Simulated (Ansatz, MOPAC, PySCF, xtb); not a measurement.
Noncovalent pair: H3NSe (SMILES N[SeH]) (first 5 atoms) with HF (SMILES F); geometry from B3LYP-D3(BJ)/def2-TZVP.
(charge 0, multiplicity 1):
```xyz
7

N     -1.0014     0.6000     0.7596
Se    -0.2006    -0.9469     0.0494
H     -0.8263     1.3977     0.1597
H     -2.0012     0.4682     0.8594
H     -0.9287    -0.9973    -1.2400
F      0.0790     1.0336     3.1501
H     -0.3181     0.8896     2.2919
```

Interaction energies are E(AB) − E(A) − E(B) at the monomers' geometry in the complex; basis-set methods are counterpoise corrected. Rows marked so take none.

Frozen-core correlation. Filled d and f shells under p-block atoms count as core. Rows in 3-21G, 6-31G* carry no dispersion term and start afresh at each structure (6-31G* with six Cartesian d functions); the Pople sets are all-electron and without relativity. MP2/6-31G* freezes PySCF's default core, which leaves 3d correlated. The state reached by AM1 isn't checked.

Programs: Ansatz (Gaussian basis) for Hartree–Fock, density functionals and correlated methods; MOPAC for AM1 (differences of heats of formation); PySCF for 3-21G rows, 6-31G* rows, the dispersion terms; xtb for the GFN methods. Each number belongs to the level named beside it.

| level | interaction energy (kcal/mol) |
|---|---|
| AM1 | 1.89 |
| GFN1-xTB | -14.02 |
| HF/3-21G (no counterpoise) | -15.51 |
| PBE0-D3(BJ)/def2-TZVPPD | -12.24 |
| PBE0-D4/def2-TZVPPD | -12.16 |
| BHLYP-D3(BJ)/def2-TZVPPD | -12.26 |
| CAM-B3LYP-D3(BJ)/def2-TZVPPD | -12.46 |
| B2PLYP/def2-TZVPPD | (withheld) |
| MP2/6-31G* (no counterpoise) | -12.02 |

Problem. Complete the blanks.

Solution. 
- B2PLYP/def2-TZVPPD, interaction energy (kcal/mol): -10.79

Ansatz is a program for electronic structure.
